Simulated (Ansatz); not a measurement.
Basis sets compared for Li8. The state is a singlet with charge 0. Geometry PBE0/def2-TZVP. Ansatz on 4 threads of Arm Neoverse V1 on a shared host; times are rough, and most runs start from earlier orbitals.

```xyz
8

Li   -1.162    0.643   -2.206
Li    1.315    0.964    2.024
Li   -0.272    2.575   -0.025
Li    2.140    0.047   -1.207
Li   -2.167   -0.078    1.146
Li    0.709   -1.983    1.507
Li   -0.568   -2.176   -1.253
Li    0.006    0.006    0.014
```

The restricted singlet is unstable towards broken spin symmetry in Hartree–Fock (as tested in another run); at PBE/def2-SVP, PBE/def2-TZVPD, r2SCAN/def2-TZVP, r2SCAN/def2-TZVPD and others this wasn't settled. The structure comes from a short search, and lower isomers may exist.

Binding counts from free atoms (Li doublet) in the same basis, without a counterpoise term.

```
           level  functions  energy (Eh)  HOMO (eV)  LUMO (eV)  binding per atom (eV)  wall time
    PBE/def2-SVP         72     -59.9153      -2.95      -1.67                   0.97     0.95 s
   PBE/def2-TZVP        112     -59.9696      -2.95      -1.67                   0.93      0.9 s
r2SCAN/def2-TZVP        112     -60.1008      -2.96      -1.50                   0.90      2.3 s
   PBE0/def2-SVP         72     -59.9475      -3.43      -1.19                   0.93     0.95 s
  PBE0/def2-TZVP        112     -60.0014      -3.43      -1.20                   0.90      1.7 s
```

Task: Estimate the rows for PBE/def2-TZVPD, r2SCAN/def2-TZVPD, PBE0/def2-TZVPD.

Result: 
| level | functions | energy (Eh) | HOMO (eV) | LUMO (eV) | binding per atom (eV) | wall time |
| --- | --- | --- | --- | --- | --- | --- |
| PBE/def2-TZVPD | 136 | -59.9700 | -2.97 | -1.70 | 0.93 | 1.4 s |
| r2SCAN/def2-TZVPD | 136 | -60.1012 | -2.97 | -1.52 | 0.90 | 3.1 s |
| PBE0/def2-TZVPD | 136 | -60.0017 | -3.45 | -1.23 | 0.90 | 1.3 s |
